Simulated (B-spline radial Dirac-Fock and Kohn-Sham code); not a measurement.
**Two-hole binding energies of Mo⁴⁺**

System: the Mo⁴⁺ ion in the configuration [Kr] 4d2, inside a Watson sphere of charge -4 and radius 2.7 Å (a model of the Madelung potential; inside it an electron's potential energy is raised by 21.3 eV).

The computed values come from a radial finite-basis atomic code: Dirac-Fock ΔSCF + Breit + QED. U is the two-hole binding energy less the two single-hole energies, the effective repulsion of the holes after relaxation. Each two-hole energy is an average over J within one jj subconfiguration.

```
          holes  E(a) (eV)  E(b) (eV)  E(ab) (eV)  U (eV)
           1s⁻²    20039.6    20039.6     40727.6   648.4
   1s⁻¹ 3p1/2⁻¹    20039.6      453.8     20549.3    55.8
   1s⁻¹ 3p3/2⁻¹    20039.6      436.1     20529.5    53.8
   1s⁻¹ 3d5/2⁻¹    20039.6      267.0     20354.9    48.3
           2s⁻²     2913.1     2913.1      5934.5   108.3
        2p1/2⁻²     2667.3     2667.3      5466.9   132.4
2p1/2⁻¹ 2p3/2⁻¹     2667.3     2562.4      5350.0   120.4
   2s⁻¹ 3p1/2⁻¹     2913.1      453.8           ?       ?
   2p1/2⁻¹ 3s⁻¹     2667.3      547.9      3263.2    48.0
   2s⁻¹ 3d5/2⁻¹     2913.1      267.0      3229.5    49.4
   2p3/2⁻¹ 3s⁻¹     2562.4      547.9      3158.1    47.8
2p1/2⁻¹ 3d3/2⁻¹     2667.3      270.2      2985.9    48.5
2p3/2⁻¹ 3d5/2⁻¹     2562.4      267.0      2878.2    48.9
        3p3/2⁻²      436.1      436.1       910.9    38.8
```

Question: Give the missing two-hole energy and U.

Answer: E(ab) = 3415.5 eV and U = 48.6 eV.
